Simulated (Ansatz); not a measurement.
Two isomers of C2H5BO: A = `CBC=O`, B = `BC1CO1`.

Isolated molecules relaxed with PBE0-D4/def2-TZVP in Ansatz; ΔE leaves out vibrations. CBS: MP2 limit from def2 TZ/QZ plus the TZ coupled-cluster correction, frozen cores. Functionals use def2-TZVPP. B3LYP here is the variant with VWN-RPA as its local correlation; programs differ in this. Each species was taken in one conformer, which may not be the lowest.

(1) Which isomer does CCSD(T)/CBS put lower? Give the gap. (Estimate.)

(2) Give E(B) − E(A) in kcal/mol with BLYP-D4, ωB97M-V, CCSD/def2-TZVPP, CCSD(T)/def2-TZVPP, B3LYP-D4, CCSD(T)/def2-SVP, HF/def2-TZVPP. (An estimate is asked.)

(3) Does the order hold for the free energy at 298.15 K (harmonic terms from PBE0-D4)? (An estimate is asked.)

Largest T1 diagnostic: 0.016.

Answers

(1) Ansatz gave: A, by 25.9 kcal/mol.

(2) Computed: BLYP-D4 29.3, ωB97M-V 25.5, CCSD/def2-TZVPP 26.2, CCSD(T)/def2-TZVPP 25.9, B3LYP-D4 28.0, CCSD(T)/def2-SVP 28.9, HF/def2-TZVPP 29.9. None reverses the order clearly.

(3) The calculation gave: Yes: G(B) − G(A) = +28.7 kcal/mol, for one conformer each.

From BLYP to BHLYP (50 % exact exchange), in def2-TZVPP and without D4, E(B) − E(A) moves by −2.2 kcal/mol. Leaving LDA and LC-ωPBE aside and taking each functional with its dispersion term where it has one, the values, not all of them listed here, spread over 5.7 kcal/mol, from PBE-QIDH to BLYP-D4. LDA lies −4.1 kcal/mol from PBE without D4.
